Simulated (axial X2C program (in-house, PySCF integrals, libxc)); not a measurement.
## CsB: cheaper levels and CCSD(T), two-component

Computed with an axial X2C code built on PySCF integrals. Two-component (2c) means X2C with spin–orbit coupling and atomic mean-field two-electron Coulomb and Gaunt terms. Basis: Cs dyall-cv3z [15s15p9d4f1g], B dyall-v3z [7s6p2d1f] (cores contracted in-house); Gaussian nuclei, density fitting, unrestricted open shells. Masses: Cs 132.905 u, B 11.009 u.

State: Ω = 2 (⟨Sz⟩ = 1.00, ⟨Lz⟩ = 1.00 at HF); fragments Cs + B.

| level | Re (Å) | ωe (cm⁻¹) | De (eV) |
| --- | --- | --- | --- |
| PBE0 | 3.062 | 241.5 | 1.04 |
| HF | 3.188 | 240.5 | 0.337 |
| CCSD | 3.103 | 244.3 | 0.730 |
| BLYP | 3.152 | 209.9 | 0.865 |

Correlated methods: 12 electrons correlated (number of frozen shells: Cs 4 s, 3 p, 2 d; B 1 s), 274 virtual spin orbitals or spinors in MP2, 90 natural virtuals in coupled cluster.

CCSD(T), same Hamiltonian and basis:

Re = 3.094 Å, ωe = 244.2 cm⁻¹, De = 0.76 eV; T1 = 0.012 (Lee–Taylor normalisation).

Give the differences from CCSD(T) in the columns below.



```json
{"level": "PBE0", "ΔRe (Å)": "-0.032", "Δωe (cm⁻¹)": "-2.7", "ΔDe (eV)": "0.28"}
{"level": "HF", "ΔRe (Å)": "0.094", "Δωe (cm⁻¹)": "-3.7", "ΔDe (eV)": "-0.42"}
{"level": "CCSD", "ΔRe (Å)": "0.009", "Δωe (cm⁻¹)": "0.1", "ΔDe (eV)": "-0.03"}
{"level": "BLYP", "ΔRe (Å)": "0.058", "Δωe (cm⁻¹)": "-34.3", "ΔDe (eV)": "0.10"}
```

De is counted from the lowest determinant-based energies of the atoms at the same level, without counterpoise correction. Density functionals use the spin component along the axis (collinear). CCSD and (T) use frozen natural virtuals with an MP2 correction for the truncation; (T) itself is uncorrected, so its De runs slightly low. The 2c atoms are single determinants rather than J levels; their spin–orbit lowering is only partly caught, and De is too large by that part. This holds for PBE0, BLYP. The functionals have no current-density term, which raises determinants with orbital currents, atoms included. The state is one determinant with fixed occupations, lowest in a PBE0 search at one distance only: followed along the bond, the 2c determinant Ω = 1 reaches 0.07 eV lower at PBE0, so the state shown is not the lowest. With several unpaired electrons one determinant need not be a pure state. A state of lower Ω lies just above, and one determinant can place such states too high, so the state shown need not be the lowest. The search has Ω = 1 only 0.07 eV up. Open-shell Ω = 0 determinants with evenly filled partner blocks cannot be reached by this program, so the Ω shown need not be the lowest component. At some level and bond length an empty orbital lies below a filled one.
